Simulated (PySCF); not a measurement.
C₅H₇O, SMILES C1C(=O)C[CH]C1, multiplicity 2. Atoms are numbered in the order given.

```xyz
13

O      0.8382     1.8493     0.4991
C      0.3815     0.7875     0.1636
C      1.1524    -0.5352     0.1144
C      0.1159    -1.5603    -0.1999
C     -1.2697    -0.9786    -0.2407
C     -1.0582     0.5434    -0.2903
H      1.6737    -0.6885     1.0796
H      1.9573    -0.4569    -0.6426
H      0.3208    -2.6297    -0.2862
H     -1.8419    -1.2648     0.6653
H     -1.8589    -1.3575    -1.0936
H     -1.1342     0.9292    -1.3218
H     -1.7536     1.1338     0.3237
```
Charge 0, spin multiplicity 2.

Coordinates come from a ωB97X-D3(BJ)/def2-SVP optimisation. The isomer is the one that the SMILES or the coordinates give; other isomers of the formula were not compared. The values are those of a single conformer.

These are PBE/def2-TZVP in PySCF values and carry that method's errors.

ESP charges are fitted to the potential on shells at 1.4 to 2.0 van der Waals radii. Atomic charges (e):

```tsv
atom	Löwdin	Mulliken	meta-Löwdin	ESP fit	Mulliken spin
O1	0.16	-0.22	-0.38	-0.54	0.00
C2	-0.33	0.07	0.37	0.67	0.00
C3	-0.24	-0.12	-0.27	-0.31	-0.06
C4	-0.13	-0.22	-0.15	-0.13	0.97
C5	-0.27	-0.15	-0.21	-0.10	-0.06
C6	-0.22	-0.17	-0.27	-0.25	0.01
H7	0.16	0.12	0.14	0.12	0.05
H8	0.16	0.12	0.14	0.11	0.05
H9	0.12	0.12	0.12	0.09	-0.04
H10	0.15	0.10	0.12	0.07	0.06
H11	0.14	0.11	0.12	0.07	0.03
H12	0.16	0.12	0.14	0.10	0.00
H13	0.15	0.12	0.14	0.09	0.00
```

Give the Mayer and Wiberg (Löwdin basis) orders of the bonds. (The exact figures need the calculation; the answer reports its results.)


```csv
bond,Mayer,Wiberg
O1–C2,2.22,2.71
C2–C3,0.97,1.13
C3–C4,1.05,1.34
C4–C5,1.04,1.32
C2–C6,0.96,1.15
C5–C6,1.03,1.19
C3–H7,0.90,0.82
C3–H8,0.91,0.81
C4–H9,0.95,0.89
C5–H10,0.91,0.83
C5–H11,0.93,0.84
C6–H12,0.92,0.82
C6–H13,0.94,0.84
```
